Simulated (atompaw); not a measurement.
**An all-electron radial function and its pseudo partner (indium (In))**

Columns: radius, all-electron u(r) and pseudo u(r) of the 5p shell (level -2.70 eV) of indium in the configuration [Kr] 4d10 5s1.75 5p1.25; PBE, scalar-relativistic, PAW (atompaw) scheme, atompaw 4.2.0.5.

```csv
r (bohr),all-electron,pseudo
0.115,-0.0330,0.0027
0.231,0.1347,0.0108
0.346,0.0757,0.0240
0.462,-0.0703,0.0422
0.577,-0.1801,0.0647
0.692,-0.2226,0.0913
0.808,-0.2058,0.1215
0.923,-0.1500,0.1543
1.038,-0.0736,0.1893
1.154,0.0112,0.2259
1.269,0.0948,0.2630
1.385,0.1739,0.3003
1.500,0.2447,0.3366
1.615,0.3072,0.3714
1.731,0.3616,0.4046
1.846,0.4074,0.4349
1.962,0.4459,0.4626
2.077,0.4771,0.4866
2.192,0.5022,0.5072
2.308,0.5219,0.5243
2.423,0.5365,0.5375
2.538,0.5468,0.5471
2.654,0.5533,0.5534
2.769,0.5565,0.5565
2.885,0.5567,0.5567
3.000,0.5544,0.5544
```

Task: How many radial nodes do the two functions have?

Result: The all-electron 5p function has n − l − 1 = 3; the pseudo-wave has 0, since the states of the same l below it are removed with the core.

Task: Where does each function peak?

Result: Outermost all-electron maximum near 2.88 bohr, pseudo maximum near 2.88 bohr (to the table’s step).

Task: Is the pseudo-wave norm-conserving?

Result: No, it belongs to a PAW set: the norm inside the radius is not constrained, and the difference is carried by the augmentation charge.
